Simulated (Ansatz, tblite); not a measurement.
Isomers of GaSn6⁺ (singlet), found by a short tight-binding search and relaxed with B3LYP-D4/def2-SVP in Ansatz.

In the def2 sets Sn takes a core potential; there is no spin–orbit coupling. The xTB rows come from tblite. Correlated methods freeze 33 core orbitals; core or outer-core shells of Ga, Sn are correlated, in sets that lack core-valence functions.

Run but left out: HF/def2-SVP (A: restricted singlet, unstable towards broken spin symmetry).

A: The restricted singlet is unstable towards broken spin symmetry in Hartree–Fock (as tested in another run); at PBE-D4/def2-TZVP, revPBE-D4/def2-TZVP, BLYP-D4/def2-TZVP, r2SCAN-D4/def2-TZVP and others this wasn't settled. At MP2/def2-SVP the restricted singlet (for correlated methods, its reference) is unstable: a solution with broken spin symmetry lies lower.

Other spin states weren't relaxed.

A:

```xyz
7

Ga   -1.186   -2.441    2.299
Sn    1.338   -0.944    1.270
Sn    0.442   -0.915   -1.541
Sn    2.278    1.388   -0.912
Sn   -0.120    1.594    0.895
Sn   -0.739    1.808   -2.040
Sn   -2.014   -0.490    0.028
```

B:

```xyz
7

Ga    2.375    2.405   -1.196
Sn   -0.143    1.145    0.020
Sn   -0.575   -1.579   -1.607
Sn    0.897   -1.443    1.590
Sn   -1.972   -1.334    0.967
Sn   -2.725    1.462    1.183
Sn    2.143   -0.655   -0.957
```

Problem. Estimate which lies lowest at each level, and how far above it the others are (eV).

Solution. 
```
              level     A     B
           GFN1-xTB  0.00  0.30
           GFN2-xTB  0.23  0.00
    PBE-D4/def2-SVP  0.00  0.42
   PBE-D4/def2-TZVP  0.00  0.44
revPBE-D4/def2-TZVP  0.00  0.44
  BLYP-D4/def2-TZVP  0.00  0.33
r2SCAN-D4/def2-TZVP  0.00  0.41
   PBE0-D4/def2-SVP  0.00  0.42
  PBE0-D4/def2-TZVP  0.00  0.45
   RPA@PBE/def2-SVP  0.00  0.39
       MP2/def2-SVP  0.00  0.80
```
Point groups (tolerance 0.1 Å): A C2v, B Cs. Lower isomers may exist.
